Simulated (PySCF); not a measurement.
Excitations are Tamm–Dancoff values on a coarser integration grid. The basis has no diffuse functions, so Rydberg states are missing or too high.

Species: CHNO, SMILES `N#CO` (charge 0, multiplicity 1).

Question: What is the computed S1–T1 gap (TDA), S1 oscillator strength and LUMO (M06-2X/def2-TZVP // B3LYP-D3(BJ)/def2-TZVP run with PySCF)?

Answer: 
```
Property                  Value
----------------------  -------
S1–T1 gap (TDA)         0.30 eV
S1 oscillator strength    0.003
LUMO                    0.26 eV
```
